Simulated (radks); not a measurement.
Results of a calculation; reference values are marked as such.
B, 5 electrons, occupied as [He] 2s2 2p0.5 3s0.5 (fractional occupations, a model configuration).

Code: a radial shooting solver on a logarithmic mesh with Libxc functionals. Model: Dirac Kohn-Sham, PBE, spin-unpolarised, spherical densities, point nucleus; open shells fill j = l - 1/2 first.

Energy parts (eV):
total: -667.463
kinetic: 665.402
electron-nucleus: -1530.719
Hartree: 298.834
exchange-correlation: -100.981

Orbitals (lengths in bohr, moments of r in powers of bohr):
1s1/2: occ. 2; eigenvalue (eV) -184.3822; <r^4> 0.05797
2s1/2: occ. 2; eigenvalue (eV) -12.1447; <r^4> 33.16
2p1/2: occ. 0.5; eigenvalue (eV) -6.1293; <r^4> 68.31
2p3/2: occ. 0; eigenvalue (eV) -6.1253; <r^4> 68.41
3s1/2: occ. 0.5; eigenvalue (eV) -1.2233; <r^4> 7366

The highest occupied level is 3s1/2 at -1.223 eV. The configuration is held as typed, so some empty levels lie below it. The density falls to 0.001 e/bohr^3 at r = 3.69 bohr. Summed over all electrons, <r^2> = 45.32 bohr^2, which gives a Langevin (diamagnetic) susceptibility term of -35.9 x 10^-6 cm^3/mol.
